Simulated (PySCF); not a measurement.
FeO(OH) (sextet). Method: PySCF, UPBE0, basis Fe def2-SVP, O def2-SVP, H def2-SVP (no relativity, density fitting).

Harmonic bands of its minimum:

```tsv
ω (cm⁻¹)	IR (km/mol)
68	36.5
113	181
374	216
704	38.3
949	115
3987	141
```

Task: The central atom is Fe. Infer the point group and assign the bands.

Result: Cs. The modes span 5a' + a'': 68 a', 113 a'', 374 a', 704 a', 949 a', 3987 a'. The computed geometry has Fe–O 1.625 Å, Fe–O 1.785 Å, O–H 0.958 Å; Fe–O–H 136.0°, O–Fe–O 166.9°.

This need not be the most stable arrangement of these atoms. With open d or f shells other occupations or spin states may lie lower.
